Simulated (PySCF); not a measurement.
Zr(Cl)3(OH) (Cl3HOZr), SMILES [Cl][Zr]([OH])([Cl])[Cl], multiplicity 1. Atoms are numbered in the order given.

```xyz
6

Zr     0.0000     0.0000     0.2102
Cl    -1.9177     1.1072    -0.5523
Cl     1.9177     1.1072    -0.5523
Cl     0.0000    -2.2144    -0.5523
O      0.0000     0.0000     2.0886
H      0.0000     0.0000     3.0471
```
Charge 0, spin multiplicity 1.

Geometry optimised at PBE0-D3(BJ)/def2-SVP. The multiplicity is an assumed one; no other spin state was optimised. The isomer is the one that the SMILES or the coordinates give; other isomers of the formula were not compared. The def2 effective core potentials stand for the cores of Zr; spin–orbit coupling is left out. Other conformers were not sampled.

The numbers are results of M06-2X/def2-TZVP in PySCF, not measurements.

ESP charges are fitted to the potential on shells at 1.4 to 2.0 van der Waals radii. Atomic charges (e):

| atom | Mulliken | ESP fit | Löwdin |
|---|---|---|---|
| Zr1 | 1.42 | 0.75 | -0.15 |
| Cl2 | -0.35 | -0.20 | 0.08 |
| Cl3 | -0.35 | -0.20 | 0.08 |
| Cl4 | -0.35 | -0.20 | 0.08 |
| O5 | -0.73 | -0.57 | -0.28 |
| H6 | 0.36 | 0.43 | 0.18 |
